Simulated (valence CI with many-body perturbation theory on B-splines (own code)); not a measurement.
Energy levels of Re69+

Calculated by relativistic CI+MBPT: four valence electrons over a frozen Dirac-Fock core [He], a basis of 11 s, 11 p, 10 d, 8 f, 5 g, 2 h functions for each j, with the one-electron correlation potential Σ1, the two-electron term Σ2, the three-electron term Σ3, Breit, model QED; selected CI, second order for the rest, scaled by the run's own slope (own B-spline code, finite nucleus).

No measured spectrum was set against this ion. As an estimate, large intervals hold to a few tenths of a per cent, small ones and those within an open d or f shell to about a per cent. Among the levels kept, up to 1300 cm⁻¹ of a level comes from second order outside the variational space, and about a tenth of that is noise between levels of different J, which matters for small intervals.

Levels 136 to 180 of 217, with energies above the lowest level, (2s^2 2p1/2^2) J=0. "Leading %" is the weight of the configuration and term that name the level; weights of strongly mixed levels are sums over their largest components and can fall short. In the jj column 3d3/2^4 stands for four electrons in 3d with j = 3/2.

```csv
No.,Configuration,Term,J,E (eV),Leading %,Leading jj,g,Second component
136,2s 2p2 3p,3P°,2,14179,27,2s 2p3/2^2 3p1/2 (100 %),1.546,25 % 2s 2p2 3p 5P°
137,2s 2p2 3p,3D°,3,14181,42,2s 2p3/2^2 3p1/2 (100 %),1.289,20 % 2s 2p2 3p 5D°
138,2s 2p2 3s,1P,1,14186,41,2s 2p3/2^2 3s (100 %),0.965,31 % 2s 2p2 3s 3D
139,2s 2p2 3s,3P,2,14190,61,2s 2p3/2^2 3s (99 %),1.353,18 % 2s 2p2 3s 1D
140,2s 2p2 3s,1S,0,14212,68,2s 2p3/2^2 3s (99 %),,32 % 2s 2p2 3s 3P
141,2s 2p2 3p,3P°,1,14291,33,2s 2p3/2^2 3p1/2 (99 %),1.298,18 % 2s 2p2 3p 3S°
142,2s 2p2 3p,3P°,0,14291,79,2s 2p3/2^2 3p1/2 (100 %),,16 % 2s 2p2 3p 5D°
143,2s 2p2 3p,3P°,1,14291,50,2s 2p3/2^2 3p1/2 (99 %),1.285,22 % 2s 2p2 3p 1P°
144,2s 2p2 3p,3D°,2,14293,32,2s 2p3/2^2 3p1/2 (99 %),1.039,23 % 2s 2p2 3p 3F°
145,2p3 3s,5S°,2,14419,54,2p1/2 2p3/2^2 3s (99 %),1.570,32 % 2p3 3s 3D°
146,2p3 3s,3S°,1,14431,54,2p1/2 2p3/2^2 3s (98 %),1.296,44 % 2p3 3s 3D°
147,2p3 3s,3D°,3,14442,99,2p1/2 2p3/2^2 3s (99 %),1.297,
148,2p3 3s,1D°,2,14453,64,2p1/2 2p3/2^2 3s (99 %),1.021,34 % 2p3 3s 3D°
149,2s2 2p 4s,3P°,0,14467,100,2s^2 2p1/2 4s (100 %),,
150,2s2 2p 4s,3P°,1,14469,67,2s^2 2p1/2 4s (100 %),1.303,33 % 2s2 2p 4s 1P°
151,2p3 3p,5P,1,14503,46,2p1/2 2p3/2^2 3p1/2 (99 %),1.633,22 % 2p3 3p 3D
152,2p3 3s,3P°,0,14505,100,2p1/2 2p3/2^2 3s (100 %),,
153,2s2 2p 4p,3D,1,14505,74,2s^2 2p1/2 4p1/2 (100 %),0.634,22 % 2s2 2p 4p 1P
154,2p3 3s,3P°,1,14506,66,2p1/2 2p3/2^2 3s (99 %),1.298,33 % 2p3 3s 1P°
155,2p3 3p,3F,2,14511,34,2p1/2 2p3/2^2 3p1/2 (99 %),1.192,21 % 2p3 3p 5P
156,2s2 2p 4p,3P,0,14521,67,2s^2 2p1/2 4p1/2 (100 %),,33 % 2s2 2p 4p 1S
157,2p3 3p,3F,3,14527,44,2p1/2 2p3/2^2 3p1/2 (99 %),1.076,33 % 2p3 3p 1F
158,2p3 3p,3P,2,14573,50,2p1/2 2p3/2^2 3p1/2 (99 %),1.294,22 % 2p3 3p 1D
159,2p3 3p,3D,1,14586,74,2p1/2 2p3/2^2 3p1/2 (99 %),0.628,22 % 2p3 3p 1P
160,2s 2p2 3p,5D°,4,14604,63,2s 2p3/2^2 3p3/2 (100 %),1.378,37 % 2s 2p2 3p 3F°
161,2s 2p2 3p,3D°,3,14608,52,2s 2p3/2^2 3p3/2 (99 %),1.387,34 % 2s 2p2 3p 5P°
162,2s 2p2 3p,3P°,1,14621,37,2s 2p3/2^2 3p3/2 (99 %),1.535,32 % 2s 2p2 3p 3S°
163,2p3 3p,3P,0,14639,65,2p1/2 2p3/2^2 3p1/2 (99 %),,34 % 2p3 3p 1S
164,2s 2p2 3p,3P°,2,14654,45,2s 2p3/2^2 3p3/2 (99 %),1.356,20 % 2s 2p2 3p 1D°
165,2s2 2p 4p,3P,1,14695,48,2s^2 2p1/2 4p3/2 (97 %),1.516,29 % 2s2 2p 4p 3S
166,2s2 2p 4p,3D,2,14698,50,2s^2 2p1/2 4p3/2 (100 %),1.148,33 % 2s2 2p 4p 1D
167,2s 2p2 3d,3D,2,14706,24,2s 2p3/2^2 3d3/2 (99 %),1.373,24 % 2s 2p2 3d 5D
168,2s 2p2 3d,5D,3,14708,26,2s 2p3/2^2 3d3/2 (97 %),1.266,18 % 2s 2p2 3d 3F
169,2s 2p2 3d,5P,1,14710,44,2s 2p3/2^2 3d3/2 (99 %),1.837,19 % 2s 2p2 3d 3P
170,2s 2p2 3d,3F,4,14710,39,2s 2p3/2^2 3d3/2 (99 %),1.192,24 % 2s 2p2 3d 5F
171,2s 2p2 3p,3P°,0,14717,60,2s 2p3/2^2 3p3/2 (100 %),,38 % 2s 2p2 3p 1S°
172,2s 2p2 3p,3D°,3,14722,62,2s 2p3/2^2 3p3/2 (99 %),1.238,16 % 2s 2p2 3p 3F°
173,2s 2p2 3p,3P°,2,14724,69,2s 2p3/2^2 3p3/2 (99 %),1.397,6 % 2s 2p2 3p 5D°
174,2s2 2p 4d,3F°,2,14724,74,2s^2 2p1/2 4d3/2 (99 %),0.753,20 % 2s2 2p 4d 1D°
175,2s2 2p 4d,3D°,1,14733,49,2s^2 2p1/2 4d3/2 (98 %),0.841,32 % 2s2 2p 4d 1P°
176,2s 2p2 3p,1P°,1,14734,48,2s 2p3/2^2 3p3/2 (98 %),1.159,20 % 2s 2p2 3p 3P°
177,2s 2p2 3p,3P°,2,14737,45,2s 2p3/2^2 3p3/2 (100 %),1.351,22 % 2s 2p2 3p 1D°
178,2s 2p2 4s,5P,1,14749,40,2s 2p1/2^2 4s (96 %),1.993,31 % 2s 2p2 4s 3S
179,2s 2p2 4s,3P,0,14759,68,2s 2p1/2^2 4s (100 %),,32 % 2s 2p2 4s 1S
180,2s 2p2 3p,1P°,1,14770,35,2s 2p3/2^2 3p3/2 (100 %),1.188,24 % 2s 2p2 3p 3S°
```

Where two levels of one J and parity lie close, their mixing, g and order are uncertain.
